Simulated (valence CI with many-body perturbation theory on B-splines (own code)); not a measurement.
## E1 transitions of Mn¹¹⁺

Calculated by valence CI with perturbative core correlation (CI+MBPT): four valence electrons over a frozen Dirac-Fock core [Ne], a basis of 11 s, 11 p, 10 d, 8 f, 5 g, 2 h functions for each j, with the one-electron correlation potential Σ1, the two-electron term Σ2, the three-electron term Σ3, Breit, model QED; selected CI, second order for the rest, scaled by the run's own slope (own B-spline code, finite nucleus).

No measured levels were compared; by estimate levels of excited configurations hold to 0.05 to 0.15 % of their energy, terms of the ground configuration to about 0.5 %. Among the levels kept, up to 560 cm⁻¹ of a level comes from second order outside the variational space, and about a tenth of that is noise between levels of different J, which matters for small intervals.

Lines 101 to 150 of 560 in falling wavelength, among levels below 138.22 eV, chosen from the strongest by gf and those to the six lowest levels. Wavelengths and rates use the calculated energies, so an error of 200 cm⁻¹ moves a line at 325.5 Å by 0.065 % and its rate by three times that or more. Electric multipoles are in the length gauge, E1 and E2 with the static RPA response of the core. Weak lines are less certain than strong ones. Lines between different terms over intervals too small for the method are left out, as are lines whose strength nearly cancels. Where a level lies close to another of its J and parity, the split of strength between their lines is uncertain. The highest levels of a list are the least certain.

Names give the largest LS component (configuration and term), which can be under half, so a name can repeat, a term be missing and a line seem to break the LS rules; names also repeat where a configuration has a term twice. Letters in brackets count levels of one name in rising energy.

| λ vac (Å) | Upper | Lower | A (s⁻¹) | S (a.u.) with core polarisation | S without |
| --- | --- | --- | --- | --- | --- |
| 325.5 | 3p³3d ³F°_3 [b] | 3s3p²3d ³D_2 [a] | 2.70e+09 | 3.22e-01 | 3.34e-01 |
| 324.7 | 3p³3d ³F°_4 [b] | 3s3p²3d ³D_3 [a] | 2.39e+09 | 3.63e-01 | 3.76e-01 |
| 324.6 | 3p³3d ³F°_2 [b] | 3s3p²3d ³D_1 [a] | 2.91e+09 | 2.46e-01 | 2.55e-01 |
| 321.9 | 3s3p²3d ³F_2 [c] | 3s²3p3d ³P°_1 | 3.71e+09 | 3.06e-01 | 3.17e-01 |
| 321.4 | 3s3p²3d ³F_3 [c] | 3s²3p3d ¹D°_2 | 1.26e+09 | 1.44e-01 | 1.50e-01 |
| 317.5 | 3p³3d ³P°_1 [c] | 3s3p²3d ³D_2 [a] | 4.05e+09 | 1.92e-01 | 1.99e-01 |
| 316.6 | 3p³3d ³D°_3 [b] | 3s3p²3d ³G_4 | 1.55e+09 | 1.70e-01 | 1.77e-01 |
| 316.5 | 3p³3d ³F°_4 [b] | 3s3p²3d ³G_5 | 6.29e+09 | 8.86e-01 | 9.19e-01 |
| 316.2 | 3p³3d ³F°_3 [b] | 3s3p²3d ³G_4 | 4.71e+09 | 5.15e-01 | 5.34e-01 |
| 315.3 | 3p³3d ³F°_4 [a] | 3s3p²3d ⁵D_4 | 2.18e+09 | 3.04e-01 | 3.16e-01 |
| 315.1 | 3p³3d ³G°_5 | 3s3p²3d ³F_4 [a] | 2.29e+09 | 3.89e-01 | 4.03e-01 |
| 314.6 | 3p³3d ³F°_2 [b] | 3s3p²3d ³G_3 | 6.57e+09 | 5.05e-01 | 5.24e-01 |
| 313.5 | 3s3p³ ¹D°_2 | 3s²3p² ³P_2 | 7.55e+07 | 5.74e-03 | 5.97e-03 |
| 311.7 | 3p³3d ³G°_4 | 3s3p²3d ³F_3 [a] | 2.27e+09 | 3.06e-01 | 3.17e-01 |
| 311.2 | 3s3p²3d ³F_3 [c] | 3s²3p3d ³P°_2 | 1.51e+09 | 1.57e-01 | 1.63e-01 |
| 310.5 | 3s3p³ ¹P°_1 | 3s²3p² ¹S_0 | 3.72e+09 | 1.65e-01 | 1.72e-01 |
| 309.7 | 3p³3d ³G°_3 | 3s3p²3d ³F_2 [a] | 2.39e+09 | 2.45e-01 | 2.54e-01 |
| 308.8 | 3p³3d ⁵D°_3 | 3s3p²3d ⁵D_4 | 2.68e+09 | 2.73e-01 | 2.83e-01 |
| 308.1 | 3p³3d ⁵D°_4 | 3s3p²3d ⁵D_4 | 4.43e+09 | 5.75e-01 | 5.97e-01 |
| 308.0 | 3p³3d ⁵D°_2 | 3s3p²3d ⁵D_3 | 5.25e+09 | 3.79e-01 | 3.93e-01 |
| 307.4 | 3p³3d ⁵D°_1 | 3s3p²3d ⁵D_2 | 7.14e+09 | 3.07e-01 | 3.19e-01 |
| 306.7 | 3p³3d ⁵D°_0 | 3s3p²3d ⁵D_1 | 1.14e+10 | 1.63e-01 | 1.69e-01 |
| 306.7 | 3p³3d ⁵D°_3 | 3s3p²3d ⁵D_3 | 2.35e+09 | 2.35e-01 | 2.44e-01 |
| 306.0 | 3p³3d ⁵D°_1 | 3s3p²3d ⁵D_0 | 3.24e+09 | 1.38e-01 | 1.43e-01 |
| 306.0 | 3p³3d ⁵D°_4 | 3s3p²3d ⁵D_3 | 1.77e+09 | 2.25e-01 | 2.33e-01 |
| 306.0 | 3s3p³ ¹D°_2 | 3s²3p² ³P_1 | 5.43e+07 | 3.84e-03 | 3.98e-03 |
| 305.9 | 3s3p²3d ³F_4 [b] | 3s²3p3d ³F°_4 | 3.28e+09 | 4.17e-01 | 4.33e-01 |
| 305.8 | 3p³3d ⁵D°_2 | 3s3p²3d ⁵D_1 | 3.33e+09 | 2.35e-01 | 2.44e-01 |
| 305.4 | 3p³3d ⁵D°_3 | 3s3p²3d ⁵D_2 | 2.66e+09 | 2.61e-01 | 2.71e-01 |
| 304.7 | 3s3p²3d ³F_3 [b] | 3s²3p3d ³F°_3 | 3.65e+09 | 3.57e-01 | 3.71e-01 |
| 304.3 | 3s3p²3d ³D_3 [d] | 3s²3p3d ³D°_3 | 7.18e+09 | 6.99e-01 | 7.25e-01 |
| 304.2 | 3s3p²3d ³D_3 [d] | 3s²3p3d ³D°_2 | 1.85e+09 | 1.80e-01 | 1.87e-01 |
| 303.9 | 3s3p²3d ³F_2 [b] | 3s²3p3d ³F°_2 | 4.91e+09 | 3.40e-01 | 3.53e-01 |
| 303.8 | 3p³3d ³F°_4 [a] | 3s3p²3d ⁵F_5 | 2.03e+09 | 2.53e-01 | 2.63e-01 |
| 301.1 | 3s3p²3d ³D_2 [d] | 3s²3p3d ³D°_2 | 8.60e+09 | 5.79e-01 | 6.00e-01 |
| 300.9 | 3s3p3d² ³G°_5 | 3s3p²3d ³F_4 [c] | 8.07e+09 | 1.19e+00 | 1.24e+00 |
| 300.8 | 3p³3d ¹F°_3 [c] | 3s3p²3d ³F_4 [b] | 2.86e+09 | 2.69e-01 | 2.79e-01 |
| 300.8 | 3s3p3d² ³G°_4 | 3s3p²3d ³F_3 [c] | 5.99e+09 | 7.24e-01 | 7.49e-01 |
| 299.1 | 3s3p3d² ³G°_3 | 3s3p²3d ³F_2 [c] | 1.00e+10 | 9.29e-01 | 9.62e-01 |
| 299.0 | 3s3p²3d ³D_2 [d] | 3s²3p3d ³D°_1 | 1.91e+09 | 1.26e-01 | 1.30e-01 |
| 297.1 | 3p³3d ⁵D°_4 | 3s3p²3d ⁵F_5 | 1.25e+10 | 1.46e+00 | 1.51e+00 |
| 296.9 | 3s3p²3d ³D_1 [d] | 3s²3p3d ³D°_1 | 1.16e+10 | 4.51e-01 | 4.67e-01 |
| 296.7 | 3s3p3d² ³F°_4 | 3s3p²3d ³F_4 [b] | 1.25e+09 | 1.45e-01 | 1.50e-01 |
| 295.9 | 3s3p3d² ³G°_4 | 3s3p²3d ³D_3 [c] | 3.10e+09 | 3.57e-01 | 3.69e-01 |
| 295.5 | 3s3p²3d ³D_3 [d] | 3s²3p3d ¹D°_2 | 6.02e+09 | 5.37e-01 | 5.56e-01 |
| 295.4 | 3p³3d ¹D°_2 [c] | 3s3p²3d ¹P_1 [a] | 3.46e+09 | 2.20e-01 | 2.28e-01 |
| 294.2 | 3p³3d ¹F°_3 [a] | 3s3p²3d ¹F_3 [a] | 3.23e+09 | 2.85e-01 | 2.94e-01 |
| 293.2 | 3p³3d ⁵D°_3 | 3s3p²3d ⁵F_4 | 9.63e+09 | 8.39e-01 | 8.70e-01 |
| 292.9 | 3s3p3d² ³F°_3 | 3s3p²3d ³F_3 [b] | 1.88e+09 | 1.63e-01 | 1.69e-01 |
| 292.6 | 3p³3d ⁵D°_4 | 3s3p²3d ⁵F_4 | 3.33e+09 | 3.70e-01 | 3.84e-01 |
